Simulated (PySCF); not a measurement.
C₁₀H₇N₃, SMILES C1=CC2=CC=CC3=NC=NC(=C1)N23.

Geometry: PBE0-D3(BJ)/def2-SVP.

Method: PBE0-D3(BJ)/def2-SVP (PySCF).

Frequencies are harmonic and unscaled.

Computed vibrational spectrum:
```tsv
mode	ν (cm⁻¹)	IR (km/mol)	moving atoms (share of kinetic energy)
1	126	0.0	N 60 %, C 34 %
2	136	0.1	C 79 %, H 18 %
3	220	0.0	C 63 %, N 20 %, H 17 %
4	244	3.8	C 51 %, N 31 %, H 19 %
5	452	13.8	C 71 %, H 15 %, N 14 %
6	471	2.3	C 60 %, N 31 %, H 10 %
7	480	2.1	C 44 %, N 29 %, H 27 %
8	486	1.6	C 67 %, N 29 %
9	487	5.3	C 48 %, N 33 %, H 19 %
10	495	0.0	C 73 %, H 22 %
11	518	0.0	C 82 %, N 11 %
12	601	4.5	C 65 %, N 29 %
13	660	1.2	C 75 %, N 18 %
14	702	0.0	C 58 %, H 40 %
15	703	10.2	C 64 %, H 24 %, N 12 %
16	759	0.0	H 68 %, C 30 %
17	788	1.6	C 86 %, H 12 %
18	792	80.4	H 76 %, C 15 %, N 8 %
19	832	0.0	C 66 %, N 22 %, H 11 %
20	855	0.0	H 63 %, C 36 %
21	863	34.2	C 63 %, N 20 %, H 17 %
22	880	10.5	H 47 %, C 44 %, N 9 %
23	886	33.6	N 48 %, C 43 %, H 9 %
24	1006	0.0	H 74 %, C 26 %
25	1012	0.6	H 74 %, C 26 %
26	1020	1.3	H 65 %, C 33 %
27	1034	13.3	C 60 %, H 26 %, N 14 %
28	1081	36.0	N 48 %, C 31 %, H 21 %
29	1099	3.1	C 58 %, H 34 %
30	1111	3.4	H 65 %, C 33 %
31	1133	6.6	H 43 %, N 40 %, C 17 %
32	1181	7.9	H 73 %, N 22 %
33	1196	3.0	H 62 %, C 32 %
34	1258	5.6	C 45 %, H 44 %, N 11 %
35	1273	32.6	H 46 %, C 43 %, N 11 %
36	1281	27.7	C 54 %, H 30 %, N 16 %
37	1327	37.2	C 52 %, N 26 %, H 22 %
38	1354	55.6	C 44 %, H 43 %, N 13 %
39	1402	23.3	C 71 %, H 19 %, N 10 %
40	1439	25.6	H 51 %, C 35 %, N 14 %
41	1457	11.7	C 58 %, H 33 %, N 9 %
42	1551	26.7	C 77 %, H 20 %
43	1568	128.9	C 62 %, N 33 %
44	1663	0.3	C 89 %, H 8 %
45	1666	129.8	C 77 %, N 16 %
46	1718	741.3	C 84 %, N 13 %
47	1719	608.3	C 85 %, N 10 %
48	3172	39.9	H 92 %, C 8 %
49	3219	10.6	H 92 %, C 8 %
50	3219	3.5	H 92 %, C 8 %
51	3247	0.0	H 91 %, C 9 %
52	3251	0.4	H 91 %, C 9 %
53	3268	4.3	H 91 %, C 9 %
54	3268	0.0	H 91 %, C 9 %
```
